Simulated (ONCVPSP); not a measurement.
## tin (Sn): one change to an ONCV potential, before and after

```
Element                 : Sn
Generator               : ONCVPSP 4.0.1
Type                    : optimised norm-conserving Vanderbilt (ONCV)
Functional              : PBEsol
Relativity              : scalar-relativistic
Frozen core             : [Kr]
Valence charge          : 14
Reference configuration : 4d10 5s2 5p2
Partial waves           : 5s: rc 2.20 bohr, ncon 3, nbas 7, qcut 2.4 1/bohr, 1 projector; 5p: rc 2.10 bohr, ncon 3, nbas 6, qcut 3.7 1/bohr, 2 projectors, debl 2.3 Ha; 4d: rc 1.35 bohr, ncon 4, nbas 9, qcut 12.8 1/bohr, 2 projectors, debl 2.1 Ha; f scattering state at 0.29 Ha: rc 1.70 bohr, ncon 5, nbas 8, qcut 7 1/bohr, 2 projectors, debl 1.3 Ha
Local potential         : polynomial inside 1.25 bohr (lpopt 5, dvloc0 0 Ha)
Core correction         : polynomial model core, fcfact 0.3
```

All-electron outer shells of the reference configuration (PBEsol, scalar-relativistic, ld1.x):

```
shell  level (eV)  outermost node (bohr)  outermost maximum (bohr)
   4s     -133.74                   0.40                      0.74
   4p      -89.56                   0.41                      0.79
   4d      -25.79                   0.39                      0.88
   5s      -10.59                   0.98                      2.01
   5p       -3.71                   1.09                      2.55
```

Change: s: qcut 1.8; p: qcut 2.8; d: qcut 9.7; f: qcut 5.3.

Cutoffs: the cutoffs (Ha) at which the residual kinetic energy of the hardest occupied pseudo-wave falls to 1 and 0.1 mHa per electron; they do not see the model core or the augmentation charge, which bear on the density cutoff. Errors are all-electron minus pseudo energies relative to the spin-unpolarised reference configuration.

Problem. Predict the effect on cutoff, ghosts and configuration errors.

Solution. The potential gets softer (47 Ha and 56 Ha → 39 Ha and 47 Ha); both files keep a bound ghost (s); of the 3 tests that both files solve, the error grows in 0 and shrinks in 2 by more than 15 % and 0.3 meV (median size 5.3 → 3.3 meV); the range in which the f phases agree narrows (upper end at the end of the scan → 3.7).

| quantity | base | changed |
| --- | --- | --- |
| cutoff, loose | 47 Ha | 39 Ha |
| cutoff, tight | 56 Ha | 47 Ha |
| loose cutoff by channel | s 23 Ha, p 5.1 Ha, d 47 Ha | s 26 Ha, p 5.4 Ha, d 39 Ha |
| bound ghosts | s | s |
| GHOST(+) flags under 300 eV | p at 44.3 eV | p at 47.4 eV |
| tests with a reliable result | 3 of 4 | 3 of 4 |
| error for 4d10 5s2 5p1, meV [ΔE 6.90 eV] | -1.7 | -1.2 |
| error for 4d10 5s2 5p0, meV [ΔE 20.87 eV] | -5.3 | -3.3 |
| error for 4d10 5s1 5p0, meV [ΔE 51.89 eV] | -20 | -19 |
| s: phases at 2.23 bohr within 0.05 rad from the reference energy up to (Ha; the scan ends near 5) | 0.9 | 0.8 |
| p: phases at 2.13 bohr within 0.05 rad from the reference energy up to (Ha; the scan ends near 5) | 1.6 | 1.7 |
| d: phases at 1.37 bohr within 0.05 rad from the reference energy up to (Ha; the scan ends near 5) | to the end of the scan | to the end of the scan |
| f: phases at 1.73 bohr within 0.05 rad from the reference energy up to (Ha; the scan ends near 5) | to the end of the scan | 3.7 |
| rms error of d²Exc/dni dnj with the model core, mHa | 1.08 | 1.20 |

Changed file: The cutoffs count occupied waves only; projector 2 of the f channel, the hardest unoccupied one, needs 99 Ha at the loose tolerance. A true bound ghost makes a file unfit for plane-wave use even where its test errors are small: the radial tests pick states by their node count and pass the ghost by.
